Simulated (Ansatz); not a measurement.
Ideal-gas functions of `FCS[SiH3]` at 298.15 K and 1 bar, from an Ansatz frequency run at PBE0-D4/def2-TZVP.

Molar mass 96.2 g/mol, point group C1 (symmetry number 1), electronic degeneracy 1, moments of inertia 70.434, 182.19, 229.497 u Å². Harmonic wavenumbers (cm⁻¹, unscaled): 70, 107, 189, 381, 506, 617, 629, 744, 905, 929, 953, 965, 1061, 1257, 1351, 1479, 2220, 2243, 2252, 3071, 3137.

Use S(trans) = R[1.5 ln M + 2.5 ln T − 1.1517]; rotational temperatures θ = 24.2544 K / I; S(rot) = R[ln(√π/σ · √(T³/θAθBθC)) + 1.5]; for each mode x = 1.438777 ν̃/T, S = R[x/(eˣ − 1) − ln(1 − e⁻ˣ)] and H = RT x/(eˣ − 1); 1 cm⁻¹ = 0.0119627 kJ/mol; R = 8.31446 J/(mol·K).

Q: By hand: the entropy, in J/(mol·K).

A: Translation 165.8. Rotation: θ = 0.3444, 0.1331, 0.1057 K, giving 110.4. Vibration, mode by mode: 17.38, 13.90, 9.36, 4.33, 2.69, 1.76, 1.68, 1.08, 0.57, 0.52, 0.47, 0.45, 0.31, 0.14, 0.09, 0.05, 0.00, 0.00, 0.00, 0.00, 0.00, in all 54.8. Electronic 0.0. Sum 331.0 J/(mol·K).

Q: By hand: H − E and G − E in kJ/mol, counted from the electronic energy.

A: Zero-point energy ½ × 25066 × 0.0119627 = 149.9; thermal vibration 8.6; translation, rotation and pV give 4 RT = 9.9. H − E = 168.4 kJ/mol, and G − E = 168.4 − 298.15 × 331.0/1000 = 69.7 kJ/mol.

Vibration gives 17 % of the entropy, 31.3 J/(mol·K) of it from the modes under 150 cm⁻¹: soft modes count most, and the harmonic formula is weakest for them. The sum counts one conformer and one mirror image; others add a mixing term.
